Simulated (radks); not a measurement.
Spherical quantum dot in the effective-mass picture: electrons in a hard-walled sphere of radius 5.82, with a point charge +2 (a donor) at the centre, all in effective atomic units (hartree* = m*/eps^2 hartree, bohr* = eps/m* bohr), one dielectric constant everywhere. Calculated with a radial shooting solver with Libxc functionals: non-relativistic Kohn-Sham, r2SCAN, spin-polarised, spherical densities, generalised Kohn-Sham scheme. Levels are named by radial order and angular momentum (1s, 1p, 1d, 2s, ...), and open shells are averaged over m.

N = 37, configuration 1s2 1p6 1d10 2s2 1f14 1g(up 3, down 0). This is the lowest configuration that the search found. Occupied and some empty levels:

level    occupation  eigenvalue (hartree*)  <r> (bohr*)
1s up             1                 7.3282        3.417
1s down           1                 7.3405        3.046
1p up             3                 7.4093        4.403
2s up             1                 7.4177        1.915
2s down           1                 7.4252        2.269
1p down           3                 7.4298        4.389
1d up             5                 7.5258        4.463
1d down           5                 7.5480        4.453
1f up             7                 7.6934        4.522
1f down           7                 7.7174        4.514
1g up             3                 7.9090        4.577
1g down           0                 7.9350        4.572
1h up             0                 8.1704        4.628
1h down           0                 8.1984        4.625
2p up             0                 8.2912        2.854
3s up             0                 8.2983        2.995
2p down           0                 8.3009        2.852
3s down           0                 8.3090        3.001
2d up             0                 8.6136        3.301
2d down           0                 8.6264        3.303

Energy (hartree*): total 139.406, kinetic 29.328, external -22.765, Hartree 146.13, exchange-correlation -13.287.
